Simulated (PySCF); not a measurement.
# One molecule, several mistakes: AlCH4

These are calculations, not measurements. They come from PySCF 2.14.0, an open-source quantum chemistry program, on an isolated molecule that a program drew, which may never have been made. The molecule is AlCH4 (charge 0, doublet), drawn as the SMILES string `[CH3][AlH]`.

Each row is a Hartree-Fock (HF) and frozen-core CCSD(T) single point in the cc-pV(D+d)Z basis, meant for a local HF minimum. Run 1 is clean. Each other run has one planted mistake out of seven kinds, and not every kind appears here: one electron removed, one electron added, multiplicity raised by two, geometry at a saddle point, minimal basis STO-3G, one bond length entered in bohr, all coordinates scaled. The reference is restricted for singlets and unrestricted otherwise, and also for a bond in bohr. Adding or removing an electron swaps singlet and doublet. Electrons count all cores. HOMO and LUMO are orbital energies over both spins, the gradient is its largest component, and the lowest frequency (negative if imaginary) is given only where the gradient is small. Bond lengths are over the 5 bonds as drawn. T1 is the CCSD diagnostic: over 0.02 (restricted) or 0.045 (unrestricted) a single reference is doubtful.

Geometry of the clean run:
```xyz
6
AlCH4, angstrom
C    -0.1721    1.4275    0.5969
Al    1.2482    0.0948    0.9385
H    -1.1488    1.0119    0.8763
H    -0.0379    2.3684    1.1365
H    -0.2218    1.6546   -0.4757
H     1.1427   -1.3156    0.1951
```

| run | electrons | basis functions | <S^2> | HOMO (eV) | LUMO (eV) | gradient (hartree/bohr) | lowest frequency (cm^-1) | mean bond (Å) | longest bond (Å) | T1 | HF (hartree) | CCSD(T) (hartree) | mistake |
|---|---|---|---|---|---|---|---|---|---|---|---|---|---|
| 1 | 23 | 57 | 0.754 | -7.78 | 0.98 | 2.7e-05 | 102 | 1.3727 | 1.977 | 0.0120 | -282.07708 | -282.31420 | no fault |
| 2 | 23 | 57 | 3.769 | -5.64 | -2.09 | 1.0e-01 | - | 1.3727 | 1.977 | 0.0575 | -281.92050 | -282.14692 | multiplicity raised by two |
| 3 | 24 | 57 | 0.000 | 0.14 | 6.67 | 4.2e-02 | - | 1.3727 | 1.977 | 0.0142 | -282.04678 | -282.31645 | one electron added |
| 4 | 23 | 57 | 0.755 | -7.88 | 0.91 | 2.1e-02 | - | 1.4152 | 2.039 | 0.0126 | -282.07345 | -282.31282 | all coordinates scaled |
| 5 | 23 | 18 | 0.755 | -4.41 | 7.80 | 3.5e-02 | - | 1.3727 | 1.977 | 0.0086 | -278.67719 | -278.78021 | minimal basis STO-3G |
| 6 | 23 | 57 | 0.974 | -7.85 | 1.00 | 4.1e-02 | - | 1.7245 | 3.737 | 0.0528 | -282.00698 | -282.23457 | ? |

**Which mistake was planted in run 6, and what did it cost?**

The mean bond changes by a factor of 1.256 and the longest by 1.890, so the molecule wasn't scaled as a whole. A length L in bohr read as angstrom grows by (1/0.5292 - 1) L = 0.890 L. The 5 bonds together grew by 5 x 0.3518 = 1.759 Å, which gives L = 1.977 Å. That is bond C1-Al2, 1.977 Å in the clean geometry. So the mistake is: one bond length entered in bohr. Subtracting run 1 and multiplying by 627.51 kcal/mol a hartree, the energy moved by 44.0 kcal/mol in HF and 50.0 kcal/mol in CCSD(T).

Cautions from the logs. Run 2: T1 is over the limit, so its CCSD(T) energy is less reliable; run 3: the HOMO is above zero, so the electron isn't bound and the energy depends on the basis; run 6: T1 is over the limit, so its CCSD(T) energy is less reliable.
